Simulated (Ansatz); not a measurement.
Compare A (`OC(Cl)C[SiH3]`) with its isomer B (`OC[SiH2]CCl`).

Isolated molecules relaxed with PBE0-D4/def2-TZVP in Ansatz; ΔE leaves out vibrations. CBS: MP2 limit from def2 TZ/QZ plus the TZ coupled-cluster correction, frozen cores. DFT in def2-TZVPP. One conformer a species, not always the lowest.

(1) Which is lower in electronic energy at CCSD(T)/CBS, and by how much? (An estimate is asked.)

(2) Give E(B) − E(A) in kJ/mol with ωB97M-V, MP2/def2-TZVPP, PBE-D4, CCSD(T)/def2-SVP, B2PLYP, BLYP-D4, LDA (SPW92). (Best estimate.)

(3) Does the order hold for the free energy at 298.15 K (harmonic terms from PBE0-D4)? (An estimate is asked.)

Largest T1 diagnostic: 0.011.

Results:

(1) Computed: A, by 19.3 kJ/mol.

(2) The calculation gave: ωB97M-V 19.4, MP2/def2-TZVPP 23.7, PBE-D4 17.9, CCSD(T)/def2-SVP 35.9, B2PLYP 18.7, BLYP-D4 15.5, LDA (SPW92) 27.1. None reverses the order clearly.

(3) Computed: Yes: G(B) − G(A) = +21.7 kJ/mol, for one conformer each.

From BLYP to BHLYP (50 % exact exchange), in def2-TZVPP and without D4, E(B) − E(A) moves by +3.6 kJ/mol. At CCSD(T), def2-SVP lies +16.6 kJ/mol from the extrapolated value and def2-TZVPP +2.0 kJ/mol.
